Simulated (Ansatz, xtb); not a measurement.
**FGeH2OSb: which of two structures lies lower**

Structure X is a singlet given by its coordinates and structure Y is a singlet given by its coordinates. Both are isolated molecules in the gas phase, relaxed with BLYP-D3(BJ)/def2-SVP.

X (Å):

```xyz
6

F     0.4040    0.5138   -0.0331
Ge    0.6614   -0.8841    1.0786
O    -0.8842   -1.9296    0.1774
Sb    0.7811   -2.8829   -0.9389
H    -1.3767   -1.3143   -0.4115
H     0.8170   -1.5618   -2.0802
```

Close contacts (Å): F1–Ge2 1.80, Ge2–O3 2.07, Ge2–Sb4 2.84, O3–Sb4 2.22, O3–H5 0.98, Sb4–H6 1.75.

Y (Å):

```
atom    x (Å)    y (Å)    z (Å)
   F   0.0984  -3.4428   0.4221
  Ge   0.5949  -2.5768  -1.0905
   O   0.8225  -0.8291   0.0197
  Sb  -1.2739  -0.5316  -0.6437
   H   0.8033  -1.0997   0.9658
   H  -0.6612   0.4614  -1.9413
```

Close contacts (Å): F1–Ge2 1.81, Ge2–O3 2.08, Ge2–Sb4 2.81, O3–Sb4 2.22, O3–H5 0.98, Sb4–H6 1.75.

Energies in hartree; the thermal terms are from BLYP-D3(BJ)/def2-SVP harmonic frequencies (ideal gas, rigid rotor, one conformer each, 298.15 K, 1 atm) and include the zero-point energy:

```
                               X            Y
E, CCSD(T)/def2-SVP  −2490.453963  −2490.455580
    E, MP2/def2-SVP  −2490.415037  −2490.416489
  E, MP2/def2-TZVPP  −2491.287329  −2491.289040
  zero-point energy      0.021815      0.021993
       H(298 K) − E      0.029149      0.029279
       G(298 K) − E     −0.010639     −0.010488
```

Correct the CCSD(T) difference for the basis set by the MP2 change, then work out ΔE, ΔE₀, ΔH and ΔG for X → Y in kcal/mol (1 Eh = 627.51 kcal/mol) and the equilibrium ratio [Y]/[X].

1. Differences Y − X: CCSD(T) −0.001617, MP2 in the small set −0.001452, MP2 in the large set −0.001711 Eh.
2. ΔE = −0.001617 + (−0.001711 − (−0.001452)) = −0.001876 Eh = −1.18 kcal/mol.
3. ΔE₀ = ΔE + ΔZPE = −0.001876 + (+0.000178) Eh = −1.07 kcal/mol.
4. ΔH = ΔE + (+0.000130) Eh = −1.10 kcal/mol.
5. ΔG = ΔE + (+0.000151) Eh = −1.08 kcal/mol, so ΔS = (ΔH − ΔG)/T = −0.2 J/(mol K).
6. kT = 0.9442 mEh, so K = [Y]/[X] = exp(−ΔG/kT) = exp(+1.83) ≈ 6.2.

Structure Y is favoured at this temperature. An error of 1 kcal/mol in ΔG would change K by a factor of 5.4. Mirror images and further conformers aren't counted.

Other levels gave ΔE = −0.8 (BLYP-D3(BJ)/def2-SVP); −1.1 (HF/def2-SVP); −0.9 (MP2/def2-SVP); −1.0 (CCSD(T)/def2-SVP) kcal/mol. The correlated steps freeze 15 core orbitals; the filled d shell of Ge and Sb is correlated, in a basis made for valence electrons. Atoms past krypton carry core potentials in the def2 sets, without spin–orbit terms. Programs: Ansatz 0.2.0.
